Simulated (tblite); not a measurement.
Isomers of C7H6Cl (doublet state). Level: GFN2-xTB in tblite, geometry and Hessian alike; calculated harmonic values, unscaled, isolated species. Against measured fundamentals such values can be off by several per cent, at times by over 20. One conformer each. Open shells enter through the occupations alone, without spin polarisation, and single modes of such species can be off by tens of per cent.

Electronic energies: GFN2-xTB at the same geometries; isomer energies are rough at this level and their order can be wrong.

| SMILES | electronic energy, lowest = 0 (kcal/mol) |
| --- | --- |
| [CH2]c1ccccc1Cl | 0.5 |
| C[C@]12C=C[C]1C=C2Cl | 74.7 |
| [CH2][C@@]12C=C[C@@H]1C=C2Cl | 74.6 |
| [CH2]c1ccc(Cl)cc1 | 0.0 |

Question: How do GFN2-xTB zero-point energies change the relative energies?

Answer: 
```tsv
SMILES	ZPE (kcal/mol)	of it from modes above 1550 cm⁻¹	electronic (kcal/mol)	with ZPE, lowest = 0 (kcal/mol)	lowest mode (cm⁻¹)	rings
[CH2]c1ccc(Cl)cc1	64.2	28.9	0.0	0.0	102	1
[CH2]c1ccccc1Cl	64.2	28.9	0.5	0.5	116	1
[CH2][C@@]12C=C[C@@H]1C=C2Cl	62.2	31.5	74.6	72.6	129	2
C[C@]12C=C[C]1C=C2Cl	63.7	26.5	74.7	74.2	120	2
```

The zero-point energies span 2.0 kcal/mol, from `[CH2][C@@]12C=C[C@@H]1C=C2Cl` to `[CH2]c1ccccc1Cl`. The order is unchanged.

Question: What do entropy and thermal enthalpy add at 298.15 K and 1 bar (rigid rotor, harmonic oscillator, one conformer each)?

Answer: 
```json
{"SMILES": "[CH2]c1ccc(Cl)cc1", "point group": "C2v", "symmetry number": "2", "S (cal/(mol K))": "83.3", "H − H(0) (kcal/mol)": "5.04", "ZPE + H − H(0) − TS (kcal/mol)": "44.4"}
{"SMILES": "[CH2]c1ccccc1Cl", "point group": "Cs", "symmetry number": "1", "S (cal/(mol K))": "84.4", "H − H(0) (kcal/mol)": "5.01", "ZPE + H − H(0) − TS (kcal/mol)": "44.1"}
{"SMILES": "[CH2][C@@]12C=C[C@@H]1C=C2Cl", "point group": "C1", "symmetry number": "1", "S (cal/(mol K))": "86.1", "H − H(0) (kcal/mol)": "5.33", "ZPE + H − H(0) − TS (kcal/mol)": "41.9"}
{"SMILES": "C[C@]12C=C[C]1C=C2Cl", "point group": "C1", "symmetry number": "1", "S (cal/(mol K))": "86.7", "H − H(0) (kcal/mol)": "5.31", "ZPE + H − H(0) − TS (kcal/mol)": "43.1"}
```

S holds R ln(2S + 1) for the spin.
